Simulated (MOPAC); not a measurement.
Input file for MOPAC: PM7 on CH4Sn (SMILES [CH3][SnH]), a point of a bond scan (R = 1.476 Å).

```
PM7 1SCF PRECISE CHARGE=0 THREADS=1
CH4Sn

Sn     0.00983745 1     0.25050043 1     0.24518718 1
H     -0.34594591 1     1.41339688 1    -1.06484958 1
C     -0.01334196 1    -1.45640015 1    -1.15807253 1
H      0.99995075 1    -1.23741696 1    -2.20829233 1
H     -0.98669425 1    -1.50317430 1    -1.65333226 1
H      0.18357434 1    -2.40265271 1    -0.65672900 1
```

Output:

```
*******************************************************************************
 **                                                                           **
 **                              MOPAC v23.2.5                                **
 **                                                                           **
 *******************************************************************************
 ** MOPAC's Digital Object Identifier: https://doi.org/10.5281/zenodo.6511958 **
 **                                                                           **
 ** Please cite the open-source release paper for use of this MOPAC version:  **
 ** J. E. Moussa and J. J. P. Stewart (2026)                                  **
 ** MOPAC: An open-source semiempirical molecular orbital program             **
 ** J. Open Source Softw., 11(119), 8025, https://doi.org/10.21105/joss.08025 **
 *******************************************************************************

                              PM7 CALCULATION RESULTS

 *******************************************************************************
 *  PM7        - The PM7 Hamiltonian to be used
 *
 *
 *
 *                 CHARGE ON SYSTEM = 0
 *
 *
 *
 *  PRECISE    - TIGHTER CRITERIA TO BE USED
 *  1SCF       - DO 1 SCF AND THEN STOP
 *  THREADS=1  - MULTI-THREADING NOT USED
 *  T=         - A TIME OF 172800.0 SECONDS REQUESTED
 *  DUMP=N     - RESTART FILE WRITTEN EVERY 7200.0 SECONDS REQUESTED
 *******************************************************************************
PM7 1SCF PRECISE CHARGE=0 THREADS=1
 CH4Sn

   ATOM   CHEMICAL          X               Y               Z
  NUMBER   SYMBOL      (ANGSTROMS)     (ANGSTROMS)     (ANGSTROMS)

     1      Sn          0.00983745  *   0.25050043  *   0.24518718  *
     2       H         -0.34594591  *   1.41339688  *  -1.06484958  *
     3       C         -0.01334196  *  -1.45640015  *  -1.15807253  *
     4       H          0.99995075  *  -1.23741696  *  -2.20829233  *
     5       H         -0.98669425  *  -1.50317430  *  -1.65333226  *
     6       H          0.18357434  *  -2.40265271  *  -0.65672900  *



          CARTESIAN COORDINATES

    NO.       ATOM           X           Y           Z

     1        Sn          0.0098      0.2505      0.2452
     2         H         -0.3459      1.4134     -1.0648
     3         C         -0.0133     -1.4564     -1.1581
     4         H          1.0000     -1.2374     -2.2083
     5         H         -0.9867     -1.5032     -1.6533
     6         H          0.1836     -2.4027     -0.6567

 General Reference for PM7:
 "Optimization of Parameters for Semiempirical Methods VI: More Modifications to the
 NDDO Approximations and Re-optimization of Parameters", J. J. P. Stewart, J. Mol. Mod., 1:32, 19 (2013)
 https://link.springer.com/article/10.1007/s00894-012-1667-x

           Empirical Formula: C H4 Sn  =     6 atoms



      MOLECULAR POINT GROUP   :   C1


      RHF CALCULATION, NO. OF DOUBLY OCCUPIED LEVELS = 6


 -------------------------------------------------------------------------------
 PM7 1SCF PRECISE CHARGE=0 THREADS=1
 CH4Sn



     1SCF WAS SPECIFIED, SO BFGS WAS NOT USED
     SCF FIELD WAS ACHIEVED


                              PM7 CALCULATION
                                                       MOPAC v23.2.5 Linux




          FINAL HEAT OF FORMATION =         77.14488 KCAL/MOL =     322.77420 KJ/MOL


          COSMO AREA              =        104.74 SQUARE ANGSTROMS
          COSMO VOLUME            =         92.80 CUBIC ANGSTROMS

          IONIZATION POTENTIAL    =          8.722308 EV
          HOMO LUMO ENERGIES (EV) =         -8.722  2.913
          NO. OF FILLED LEVELS    =          6
          MOLECULAR WEIGHT        =        134.7326         POINT GROUP:  C1

          MOLECULAR DIMENSIONS (Angstroms)

            Atom       Atom       Distance
            H     6    H     2     3.87417
           Sn     1    H     4     2.72242
            H     4    H     5     1.76348


          SCF CALCULATIONS        =          1





   ATOM   CHEMICAL          X               Y               Z
  NUMBER   SYMBOL      (ANGSTROMS)     (ANGSTROMS)     (ANGSTROMS)

     1      Sn          0.00983745  *   0.25050043  *   0.24518718  *
     2       H         -0.34594591  *   1.41339688  *  -1.06484958  *
     3       C         -0.01334196  *  -1.45640015  *  -1.15807253  *
     4       H          0.99995075  *  -1.23741696  *  -2.20829233  *
     5       H         -0.98669425  *  -1.50317430  *  -1.65333226  *
     6       H          0.18357434  *  -2.40265271  *  -0.65672900  *

                             CARTESIAN COORDINATES

   1   Sn        0.009837450     0.250500430     0.245187180
   2    H       -0.345945910     1.413396880    -1.064849580
   3    C       -0.013341960    -1.456400150    -1.158072530
   4    H        0.999950750    -1.237416960    -2.208292330
   5    H       -0.986694250    -1.503174300    -1.653332260
   6    H        0.183574340    -2.402652710    -0.656729000


           Empirical Formula: C H4 Sn  =     6 atoms



      MOLECULAR POINT GROUP   :   C1


                  EIGENVALUES
 -21.30311 -13.20535 -12.10072 -11.20497  -9.98986  -8.72231   2.91331   4.06637
   4.39291   4.69417   6.80276   7.88743


              NET ATOMIC CHARGES AND DIPOLE CONTRIBUTIONS

  ATOM NO.   TYPE          CHARGE      No. of ELECS.   s-Pop       p-Pop
    1         Sn           0.632990        3.3670     1.78859     1.57842
    2          H          -0.196220        1.1962     1.19622
    3          C          -0.857216        4.8572     1.11554     3.74168
    4          H           0.146246        0.8538     0.85375
    5          H           0.133418        0.8666     0.86658
    6          H           0.140781        0.8592     0.85922
 DIPOLE           X         Y         Z       TOTAL
 POINT-CHG.     0.605     1.969     3.462     4.029
 HYBRID        -0.600    -1.214    -4.171     4.385
 SUM            0.005     0.755    -0.708     1.035


          ATOMIC ORBITAL ELECTRON POPULATIONS

     Atom    s        px        py        pz
    1 Sn   1.78859   0.05980   0.61125   0.90737
    2  H   1.19622
    3  C   1.11554   1.14922   1.33243   1.26003
    4  H   0.85375
    5  H   0.86658
    6  H   0.85922

 **********************
 *                    *
 * JOB ENDED NORMALLY *
 *                    *
 **********************




 == MOPAC DONE ==
```

The run finished.

Cost: around 0.03 core-seconds (rough).
